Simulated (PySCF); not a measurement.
## Spin-orbit coupling and the third ionisation energy along the 4d series

Two-component X2C-1e calculated with PySCF 2.14: MP2 on generalised Hartree-Fock spinors (GMP2), with spin-orbit coupling off and on (screened by Boettger's factors); no Breit or QED terms. Values in eV; the references (NIST) lie between the lowest levels. Elements whose determinants are no pure J levels are left out.

```tsv
element	configurations	spin-free	with spin-orbit	shift	reference
Ru (x2c-TZVPPall-2c, [Ar] 3d10 frozen)	[Kr] 4d6 → [Kr] 4d5	27.954	28.090	0.135	28.47 (s)
Rh (x2c-TZVPPall-2c, [Ar] 3d10 frozen)	[Kr] 4d7 → [Kr] 4d6	30.748	30.808	0.060	31.06 (s)
Pd (x2c-TZVPPall-2c, [Ar] 3d10 frozen)	[Kr] 4d8 → [Kr] 4d7	32.786	32.716	-0.070	32.93 (s)
Ag (x2c-TZVPPall-2c, [Ar] 3d10 frozen)	[Kr] 4d9 → [Kr] 4d8	34.833	34.658	-0.176	34.8 ± 0.3 (s)
Cd (x2c-TZVPPall-2c, [Ar] 3d10 frozen)	[Kr] 4d10 → [Kr] 4d9	37.712	37.403	-0.309	37.468 ± 0.006
```

The largest shift is at Cd, -0.309 eV, where spin-orbit coupling lowers the species with fewer electrons by more than the one with more (starting occupations closed and 4d3/2^4 4d5/2^5).

What remains against the references is mostly the basis and correlation beyond MP2. References marked (s) are semi-empirical, (t) theoretical.
